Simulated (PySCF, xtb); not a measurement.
C3HBr2Cl, SMILES ClC=C=C(Br)Br.

Harmonic wavenumbers (cm⁻¹) from GFN2-xTB (xtb) at its own minimum, in rising order: 56, 83, 153, 195, 293, 356, 395, 479, 644, 723, 758, 1128, 1306, 2004, 3046.

Q: What does PBE-D3(BJ)/def2-SVP in PySCF 2.14.0 give at its own minimum? (The exact figures need the calculation; the answer reports its results.)

A: 60, 85, 166, 207, 302, 402, 436, 527, 735, 747, 764, 1141, 1298, 1994, 3106. Paired by order, the mean absolute difference is 26 cm⁻¹ and the zero-point energies are 16.6 and 17.1 kcal/mol.
